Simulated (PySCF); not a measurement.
**Bond length, frequency and bond energy of CsSb by level of theory**

State: ³Σ⁻ (triplet), unpaired electrons π ↑↑. Set-up: Cs def2-SVP with ECP46, Sb def2-SVP with ECP28; scalar-relativistic core potentials (PySCF 2.14). De refers to Cs + Sb in their high-spin ground configurations, without counterpoise correction. The functionals are run spin-unrestricted. A positive dipole means Cs(−)Sb(+). Levels whose curve was spin-contaminated or gave no clean fit are not listed.

```
      Level  Re (Å)  ωe (cm⁻¹)  De (eV)   μ (D)
    UHF-MP2   3.720       89.6     0.61     n/a
   UHF-CCSD   3.730       89.1     0.61     n/a
UHF-CCSD(T)   3.733       88.2     0.65     n/a
        LDA   3.594       95.8     1.47   -8.37
        PBE   3.685       88.1     1.21   -8.62
       BP86   3.684       88.4     1.23   -8.85
     r²SCAN   3.693       90.1     1.17  -10.12
    r²SCANh   3.685       91.5     1.14  -10.45
       PBE0   3.665       92.5     1.14   -9.99
  CAM-B3LYP   3.666       95.0     1.15  -10.73
```

Problem. Which functional lies closest to UHF-CCSD(T) in De, which farthest, and by how much do they differ from it?

Solution. Closest is r²SCANh (-4.8 pm in Re, +3.7 % in ωe, +0.49 eV in De against UHF-CCSD(T) in the same basis), farthest LDA (-13.9 pm in Re, +8.6 % in ωe, +0.82 eV in De). CCSD(T) converges more slowly with the basis than the functionals do and binds too weakly in this one, so the order can change at the basis-set limit.

Problem. What does the gradient correction do here, going from LDA to PBE?

Solution. PBE less LDA: +9.1 pm in Re, -8.0 % in ωe, -0.26 eV in De. The gradient correction favours the more uneven density of free atoms, so it tends to lengthen bonds and takes away much of the overbinding of LDA; so it does here.

Problem. What does the triples do here, going from UHF-CCSD to UHF-CCSD(T)?

Solution. UHF-CCSD(T) less UHF-CCSD: +0.3 pm in Re, -1.0 % in ωe, +0.04 eV in De. Correlation nearly always deepens the well. The bond lengthens, as in strong covalent bonds, where excitations into antibonding orbitals dominate.

Correlated steps freeze 4 core orbitals. Correlated levels converge slowly with the basis: in double zeta they bind strong bonds too weakly, by up to about 1 eV, and carry superposition errors of some tenths. These are scalar-relativistic numbers at best; spin–orbit coupling would shift them, the dissociation energy most. The state is the lowest determinant that a PBE0 search found; another state may lie lower at other levels.
